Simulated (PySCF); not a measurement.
PySCF input file for Al(AsH2)2(F) (AlAs₂FH₄), SMILES [F][Al]([AsH2])[AsH2], KT2/pcSseg-1. Geometry optimised at ωB97X-D3(BJ)/def2-SVP. The structure was generated by enumeration; whether it is a known compound was not checked.

```python
import numpy as np
from pyscf import gto, scf, dft
from pyscf.prop.nmr import rks as nmr

mol = gto.M(
    atom='''
    Al    0.58689260   -0.09641908    0.30486953
    As   -1.27720404   -1.37666363    1.10583764
    H    -0.46114724   -2.65522534    1.00106215
    H    -1.82037272   -1.49800998   -0.31021661
    As    0.54468633    1.49975129   -1.48574139
    H     1.17654901    2.54800660   -0.58349080
    H    -0.87450021    1.90383385   -1.11533166
    F     2.05810571   -0.34522772    1.06461077
    ''',
    basis='pcSseg-1',
    charge=0,
    spin=0,
    max_memory=1600,
    verbose=3,
)
mf = dft.RKS(mol, xc='kt2')
mf.grids.level = 3
mf.conv_tol = 1e-10
mf.max_cycle = 100
mf.kernel()
n = nmr.NMR(mf)
n.verbose = 2
n.max_cycle_cphf = 60
sigma = n.kernel()
print('atom   isotropic/ppm   span/ppm')
for i, s in enumerate(sigma):
    w = np.linalg.eigvalsh((s + s.T) / 2)
    print(f'{mol.atom_symbol(i):2s}{i + 1:3d} {w.mean():14.3f} {w[2] - w[0]:11.3f}')
```

Program output:

```
converged SCF energy = -4837.51017115852
atom   isotropic/ppm   span/ppm
Al  1        310.807     282.324
As  2       1973.789     276.721
H   3         29.457      19.073
H   4         29.953      18.522
As  5       1973.683     270.571
H   6         29.465      19.000
H   7         29.953      18.542
F   8        230.466     247.616
```

The calculation finished and met its thresholds.
